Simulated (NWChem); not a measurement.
System: InH₂I; SMILES [InH2][I]

Results from NWChem. The geometry was optimised at PBE-D3(BJ)/def2-SVP. def2 effective core potentials on In, I; no spin-orbit coupling. Ions are spin-unrestricted doublets at the neutral geometry; other ion states weren't tried.

For level PBE/def2-SVP:

* **−ε(HOMO) (eV)**: 6.06

Task: How do the values read with level B3LYP/def2-SVP instead?

Result: 
| Property | Value |
|---|---|
| −ε(HOMO) (eV) | 6.91 |
